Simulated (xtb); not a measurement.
C5H6O2, SMILES C[C@@H](C#C)C(=O)O. All values are semi-empirical tight-binding results from xtb (GFN2-xTB unless named), good for trends rather than for accurate numbers. Geometry optimised at GFN2-xTB. The values are those of a single conformer.

Optimised geometry:

```xyz
13

C     -0.9287    -2.0985    -1.1067
C     -0.8050    -0.9821    -0.6950
C     -0.6192     0.3742    -0.2039
C     -0.3728     1.3464    -1.3573
C      0.5768     0.3206     0.7355
O      1.7136     0.5545     0.4349
O      0.2105    -0.0506     1.9679
H     -1.0564    -3.0737    -1.4711
H     -1.5015     0.6606     0.3782
H     -0.2974     2.3635    -0.9802
H     -1.1881     1.2911    -2.0740
H      0.5582     1.0921    -1.8575
H      0.9856    -0.1283     2.5466
```
Charge 0, spin multiplicity 1.

```json
{
  "orbital_gap": "4.58 eV",
  "dipole_moment": "1.69 D",
  "zero_point_energy": "60.7 kcal/mol",
  "G − E(el) at 298.15 K (modified RRHO)": "40.5 kcal/mol",
  "static polarisability (D4 model)": "64.3 bohr³",
  "solvation energy, GFN2-xTB/ALPB(water)": "-7.6 kcal/mol",
  "solvation energy, GFN2-xTB/ALPB(octanol)": "-9.0 kcal/mol"
}
```

Computed IR lines (harmonic; lines under 4 % of the strongest left out, lines within 3 cm⁻¹ merged):
ν (cm⁻¹): 592 (w), 609 (w), 661 (m), 666 (w), 721 (m), 1099 (m), 1139 (m), 1194 (w), 1246 (w), 1281 (w), 1801 (vs), 3043 (w), 3049 (w), 3443 (w) (against the strongest line: vs over 80 %, s over 45 %, m over 15 %, w over 4 %, vw less)

Computed atomic charges and the Wiberg bond orders between heavy atoms:
charges (e) C1 -0.10, C2 -0.01, C3 -0.02, C4 -0.10, C5 0.37, O6 -0.40, O7 -0.38, H8 0.09, H9 0.08, H10 0.05, H11 0.05, H12 0.06, H13 0.33. Bond orders C1–C2 2.89, C2–C3 1.02, C3–C4 0.99, C3–C5 0.94, C5–O6 1.78, C5–O7 1.13.
